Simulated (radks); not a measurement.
The numbers below are computed, except where a source is named.
Species: the indium ion In3+. Configuration: [Kr] 4d10 (the NIST ground configuration). Level of theory: Dirac Kohn-Sham, BLYP, spin-unpolarised, spherical densities, point nucleus (a radial shooting solver on a logarithmic mesh with Libxc functionals).

Unscreened Slater integrals over Kohn-Sham orbitals (hartree). Large and small components are both included.

F0(4d5/2,4d5/2): 0.78159
F2(4d5/2,4d5/2): 0.39061
F4(4d5/2,4d5/2): 0.25620
F0(4d5/2,4d3/2): 0.78639
F2(4d5/2,4d3/2): 0.39297
G2(4d5/2,4d3/2): 0.39271
G4(4d5/2,4d3/2): 0.25764
F0(4d5/2,4p3/2): 0.86057
F2(4d5/2,4p3/2): 0.42896
G1(4d5/2,4p3/2): 0.54340
G3(4d5/2,4p3/2): 0.33323
F0(4d5/2,4p1/2): 0.87146
G3(4d5/2,4p1/2): 0.33105
F0(4d3/2,4d3/2): 0.79129
F2(4d3/2,4d3/2): 0.39547
F0(4d3/2,4p3/2): 0.86698
F2(4d3/2,4p3/2): 0.43346
G1(4d3/2,4p3/2): 0.55008
G3(4d3/2,4p3/2): 0.33753
F0(4d3/2,4p1/2): 0.87815
G1(4d3/2,4p1/2): 0.54851
F0(4p3/2,4p3/2): 0.96752
F2(4p3/2,4p3/2): 0.50666
F0(4p3/2,4p1/2): 0.98318
G2(4p3/2,4p1/2): 0.51297
F0(4p1/2,4p1/2): 0.99983
